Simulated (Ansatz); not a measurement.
**Reading a saddle point**

A first-order saddle point of BHClF3, closed shell, PBE0-D4/def2-TZVP, with one imaginary mode of 862i cm⁻¹:

```json
{"atom": "B1", "x (Å)": "-0.3753", "y (Å)": "0.0102", "z (Å)": "-0.3444"}
{"atom": "F2", "x (Å)": "0.7679", "y (Å)": "-0.9817", "z (Å)": "-0.0633"}
{"atom": "F3", "x (Å)": "-0.1841", "y (Å)": "0.6191", "z (Å)": "-1.4984"}
{"atom": "F4", "x (Å)": "-1.5405", "y (Å)": "-0.5351", "z (Å)": "-0.0544"}
{"atom": "H5", "x (Å)": "1.0116", "y (Å)": "-0.2299", "z (Å)": "0.7665"}
{"atom": "Cl6", "x (Å)": "0.3204", "y (Å)": "1.1174", "z (Å)": "1.1941"}
```

Program: Ansatz 0.2.0. Basis: def2-TZVPP and def2-QZVPP. Cores are frozen in the correlated methods. Extrapolation: Hartree–Fock as exp(−7.88 √X), correlation as X^−2.97.

Problem. Which contacts change along the imaginary mode, and what lies on either side? (A judgement: the text doesn't fix the answer.)

Solution. The calculation gives: The step is BF₃ ([F][B]([F])[F]) + HCl → BClF₂ ([F][B]([F])[Cl]) + HF, with the molecules in contact on both sides. Shortening one way: B1–Cl6, F2–H5; lengthening the same way: B1–F2, H5–Cl6.
```json
{"pair": "B1–Cl6", "one side (Å)": "3.09", "saddle (Å)": "2.02", "other side (Å)": "1.75"}
{"pair": "F2–H5", "one side (Å)": "2.95", "saddle (Å)": "1.15", "other side (Å)": "0.92"}
{"pair": "B1–F2", "one side (Å)": "1.32", "saddle (Å)": "1.54", "other side (Å)": "2.57"}
{"pair": "H5–Cl6", "one side (Å)": "1.28", "saddle (Å)": "1.57", "other side (Å)": "3.03"}
```

Problem. Which side is lower, and how far does the saddle lie above each? (Judge from chemistry; the value comes from the calculation.)

Solution. By the calculation: The side with B1–F2, H5–Cl6 short is lower by 60.0 kJ/mol; the saddle lies 134.2 kJ/mol above it and 74.2 kJ/mol above the other (CCSD(T) at an estimated basis limit (MP2 extrapolated from triple and quadruple zeta, plus CCSD(T) − MP2 in triple zeta); electronic energies).

T1 diagnostic: at most 0.012.

Labels in which every atom is bracketed show which atoms are joined, not bond orders.

For scale, one of the runs: CCSD(T)/def2-TZVPP, 180 basis functions, launched by `ansatz run in.yaml --threads 4 --pin off --events-out ev --progress --plain --max-ram 9574MiB`. Hardware: 4 CPU threads of an Arm Neoverse V2, shared host. Wall time 13 s; peak host memory 1.3 GiB.
